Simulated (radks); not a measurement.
Results of a calculation; reference values are marked as such.
Problem. The arsenic ion As2+, 31 electrons, occupied as [Ar] 3d10 4s2 4p1. Level of theory: non-relativistic Kohn-Sham, PBE, spin-unpolarised, spherical densities, point nucleus; hard spherical wall at 2.5 bohr (a radial shooting solver on a logarithmic mesh with Libxc functionals). Some entries of the table are withheld. Estimate them.

orbital  occ.  eigenvalue (Ry)  <r> (bohr)  r(max) (bohr)
1s          2        -848.7309     0.04638        0.03062
2s          2        -107.0002      0.2067         0.1737
2p          6        -95.74502      0.1788         0.1379
3s          2        -14.23552         (1)         0.5314
3p          6        -10.44326         (2)         0.5257
3d         10         -3.79907      0.6746         0.4776
4s          2         -1.12655       1.430          1.453
4p          1          0.01432       1.463          1.524
4d          0              (3)       1.469          1.641
5s          0          6.88721       1.480          1.985
5p          0          8.03916       1.452            (4)

Solution. 
(1) 3s <r> (bohr): 0.6107
(2) 3p <r> (bohr): 0.6243
(3) 4d eigenvalue (Ry): 2.10091
(4) 5p r(max) (bohr): 2.004
